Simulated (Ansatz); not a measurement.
Geometry optimisation, RKS BHLYP-D4/def2-mTZVP in Ansatz.

Input file:

```yaml
crystal:
  periodic: [false, false, false]
  atoms:
    - { symbol: "N", position_ang: [0.3262, 0.3218, 1.8228] }
    - { symbol: Si, position_ang: [0.8082, -0.206, 0.3137] }
    - { symbol: C, position_ang: [-0.6465, -0.9736, -0.474] }
    - { symbol: C, position_ang: [-0.117, 0.1089, -1.0642] }
    - { symbol: S, position_ang: [-0.5732, 1.036, -2.3603] }
    - { symbol: H, position_ang: [-0.1361, -0.3886, 2.3278] }
    - { symbol: H, position_ang: [-0.4543, 1.0305, 1.6661] }
    - { symbol: H, position_ang: [1.8632, -1.2541, 0.4204] }
    - { symbol: H, position_ang: [-1.3563, -1.7174, -0.4577] }
    - { symbol: H, position_ang: [0.3689, 1.9913, -2.1916] }
basis:
  gaussian: { orbitals: def2-mTZVP }
hamiltonian:
  xc: { name: BHLYP }
  dispersion: d4
relax:
  f_tol: 0.015
  max_steps: 40
```

Run as:

```bash
$ ansatz run input.yaml --threads 2 --pin off --max-ram 3072MiB --backend cpu --events-out ev --progress --plain --runs-dir out
```

**Question.** Where does it end, and by what steps?

**Answer.** It converged. After 12 steps the energy has fallen by 1.650 eV; H6 moved furthest, 1.23 Å.

```csv
step,energy less start (eV),largest force component (eV/Å),accepted
0,0.0000,3.900,yes
1,-1.0261,2.069,yes
2,-1.3773,1.090,yes
3,-1.4696,0.640,yes
4,-1.5291,1.073,yes
5,-1.5921,0.321,yes
6,-1.6302,0.159,yes
7,-1.6293,0.261,no
8,-1.6425,0.075,yes
9,-1.6476,0.066,yes
10,-1.6494,0.125,yes
11,-1.6502,0.019,yes
12,-1.6503,0.009,yes
```

```xyz
10
Properties=species:S:1:pos:R:3
N 0.138 0.235 1.938
Si 0.471 -0.492 0.442
C -0.760 -1.075 -0.703
C -0.188 0.053 -1.142
S -0.459 1.056 -2.540
H 0.817 0.303 2.669
H -0.723 0.694 2.160
H 1.816 -1.062 0.561
H -1.548 -1.704 -1.078
H 0.519 1.942 -2.304
```

The run took 49 s on 2 threads of Arm Neoverse V1, with other jobs on the host, peak memory 0.26 GiB.
